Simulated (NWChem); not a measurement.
System: SrBrCl; SMILES [Sr]([Br])[Cl]

The following NWChem deck was run.

```
start job
memory heap 200 mb stack 900 mb global 1100 mb
geometry units angstroms noautoz
  Sr     0.174947     0.514788     0.000000
  Cl    -0.841199     2.916924     0.000000
  Br     0.065107    -2.265729     0.000000
end
basis spherical
  * library def2-svp
end
ecp
  Sr library def2-ecp
end
dft
  xc rpbe cpbe96
  iterations 150
  mulliken
end
task dft energy
```

All runs use the structure optimised with PBE0/def2-SVP. def2 effective core potentials on Sr; no spin-orbit coupling.

### Question
Predict the main results of this run. (RPBE/def2-SVP with def2 effective core potentials on Sr.) Quantities: energy (Ha); highest occupied level (eV); orbital gap (eV); dipole (D).

### Answer
```
Item                           Result
---------------------------  --------
energy (Ha)                  -3064.61
highest occupied level (eV)     -6.21
orbital gap (eV)                 3.23
dipole (D)                       3.44
```
